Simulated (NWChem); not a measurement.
System: CH6BClOSi; SMILES COB([SiH3])Cl

The following NWChem deck was run.

```
start job
memory heap 200 mb stack 900 mb global 1100 mb
geometry units angstroms noautoz
  B     -0.152345     0.222386    -0.001784
  Cl    -0.148024     2.001491     0.000095
  O     -1.371798    -0.357335    -0.001065
  C     -1.594270    -1.760003     0.000797
  H     -0.647170    -2.341248     0.008260
  H     -2.187750    -2.028576     0.897775
  H     -2.176473    -2.033419    -0.902138
  Si     1.631604    -0.774530    -0.001225
  H      2.791372     0.180021    -0.027254
  H      1.744687    -1.692706    -1.194940
  H      1.762665    -1.648800     1.223272
end
basis spherical
  B library def2-svp
  Cl library def2-svp
  O library def2-svp
  C library def2-svp
  H library def2-svp
  Si library def2-svp
end
dft
  xc b3lyp
  iterations 150
  mulliken
end
task dft energy
```

All runs use the structure optimised with PBE-D3(BJ)/def2-SVP.

Problem. What results follow from this input? (B3LYP/def2-SVP.) Quantities: energy (Ha); highest occupied level (eV); orbital gap (eV); dipole (D).

Solution. 
```yaml
energy (Ha): -891.25
highest occupied level (eV): -7.75
orbital gap (eV): 6.68
dipole (D): 2.45
```
